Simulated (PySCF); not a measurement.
A structure optimised at r2SCAN-D4/def2-SVP, used in a PySCF frequency run:

```xyz
11

C     -1.6668    -0.2429    -0.7944
C     -0.5314    -0.6007     0.1706
O     -0.8774    -0.3660     1.5234
B      0.7730     0.2087    -0.1699
F      1.2790     0.1459    -1.3953
F      1.4069     0.9611     0.7065
H     -1.9615     0.8118    -0.6732
H     -2.5570    -0.8645    -0.5969
H     -1.3704    -0.4068    -1.8422
H     -0.2708    -1.6732    -0.0002
H     -1.6698    -0.8841     1.7172
```

Task: Write its SMILES and formula.

Result: C[C@H](O)B(F)F, C2H5BF2O

Task: What are its rotational constants (standard atomic weights)?

Result: 4.7759, 2.9035, 1.9759 GHz
